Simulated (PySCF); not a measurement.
A structure optimised at B3LYP-D3(BJ)/def2-TZVPD, used in a PySCF frequency run:

```xyz
5

P      0.0000     0.0000     0.0000
H      0.8071    -0.8071    -0.8071
H     -0.8071    -0.8071     0.8071
H     -0.8071     0.8071    -0.8071
H      0.8071     0.8071     0.8071
```
Charge +1, spin multiplicity 1.

Question: Write its SMILES, formula and point group.

Answer: [PH4+], H₄P, Td

Question: What are its rotational constants (standard atomic weights)?

Answer: 96.200, 96.200, 96.200 GHz
